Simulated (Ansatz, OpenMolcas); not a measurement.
## AlCl2F (SMILES [F][Al]([Cl])[Cl]): the vertical electron affinity from total energies

The species is AlCl2F (4 atoms), meant as a singlet with charge 0. SMILES: `[F][Al]([Cl])[Cl]`. Geometry: relaxed at PBE0-D4/def2-TZVP.

```jsonl
{"atom": "F", "x (Å)": "0.0874", "y (Å)": "0.3882", "z (Å)": "1.6824"}
{"atom": "Al", "x (Å)": "0.0048", "y (Å)": "0.0215", "z (Å)": "0.0936"}
{"atom": "Cl", "x (Å)": "1.2230", "y (Å)": "-1.4637", "z (Å)": "-0.6634"}
{"atom": "Cl", "x (Å)": "-1.3153", "y (Å)": "1.0539", "z (Å)": "-1.1125"}
```

Both states at this one shape; open shells run unrestricted unless said. 1 Eh = 27.2114 eV.

```
           level     program  singlet AlCl2F (Eh)  doublet AlCl2F− (Eh)
  BLYP/def2-SVPD      Ansatz         -1262.452414          -1262.458810
   PBE/def2-SVPD      Ansatz         -1261.855339          -1261.865848
  TPSS/def2-SVPD  OpenMolcas         -1262.528448          -1262.533589
M06-2X/def2-SVPD  OpenMolcas         -1262.399368          -1262.401571
```

Task: Work out the vertical electron affinity, E(N) − E(N+1), at each level.

Result: 
1. BLYP/def2-SVPD: -1262.452414 − (-1262.458810) = 0.006396 Eh = 0.17 eV.
2. PBE/def2-SVPD: -1261.855339 − (-1261.865848) = 0.010509 Eh = 0.29 eV.
3. TPSS/def2-SVPD: -1262.528448 − (-1262.533589) = 0.005141 Eh = 0.14 eV.
4. M06-2X/def2-SVPD: -1262.399368 − (-1262.401571) = 0.002203 Eh = 0.06 eV.

No measured value is set beside it here; the levels span 0.06 to 0.29 eV.
